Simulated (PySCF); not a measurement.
# How methods differ on the ionisation energy of Ba

Ba [Xe] 6s2 (1S) → Ba⁺ [Xe] 6s1 (2S), as a difference of total energies. All numbers are calculated (PySCF 2.14, the spin-free X2C one-electron Hamiltonian (Gaussian nucleus), in x2c-TZVPPall with one added diffuse shell each of s, p, d type (12s8p7d2f1g, 94 functions)). Correlated levels: valence: [Xe] frozen; valence and next inner shell: [Kr] 4d10 frozen. The calculations carry no spin-orbit coupling.

| method | ionisation energy (eV) |
| --- | --- |
| UHF | 4.272 |
| LDA | 5.382 |
| PBE | 5.211 |
| PBE0 | 5.124 |
| r2SCAN | 4.920 |
| BHandHLYP | 5.052 |
| TPSSh | 5.076 |
| B2PLYP | 5.039 |
| MP2 (valence) | 4.737 |
| SCS-MP2 (valence) | 4.830 |
| MP2 (valence and next inner shell) | 5.070 |
| SCS-MP2 (valence and next inner shell) | 5.094 |

Q: How much does correlation contribute at MP2 (valence and next inner shell)?

A: 5.070 − (4.272) = 0.798 eV, measured against UHF.

Errors of the correlated levels include the incompleteness of this basis and the frozen core.

For comparison: 5.212 eV (measured; NIST Atomic Spectra Database, ionization energies).
